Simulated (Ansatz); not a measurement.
Calculated with Ansatz (gas phase, PBE0-D4/def2-TZVP geometries, no zero-point term in ΔE). CCSD(T)/CBS is the MP2 limit (def2-TZVPP, def2-QZVPP) plus CCSD(T) − MP2 in def2-TZVPP, frozen cores. This one scheme is used for every species. Functionals use def2-TZVPP. B3LYP here is the variant with VWN-RPA as its local correlation; programs differ in this. Each species was taken in one conformer, which may not be the lowest.

Reaction (ligand exchange at the Si–Cl bond): `[SiH3][SiH2]Cl` + `O[SiH2]F` → `F[SiH2]O[SiH2][SiH3]` + HCl

CCSD(T)/CBS gives -1.2 kcal/mol.

(1) Another level gave -1.0 kcal/mol. Which?
A. B2PLYP/def2-TZVPP
B. PBE0-D4/def2-TZVPP
C. B3LYP-D4/def2-TZVPP
D. PBE/def2-TZVPP

Largest T1 diagnostic among the species: 0.012.

## Answers

(1) A. B2PLYP -1.0, PBE 2.0, B3LYP-D4 -2.0, PBE0-D4 0.4 kcal/mol.

The D4 term adds −1.5 kcal/mol with B3LYP and −0.9 kcal/mol with PBE0; it sums over pairs of atoms, weighted by their polarisabilities, and B3LYP, whose exchange is more repulsive, gets the larger term.
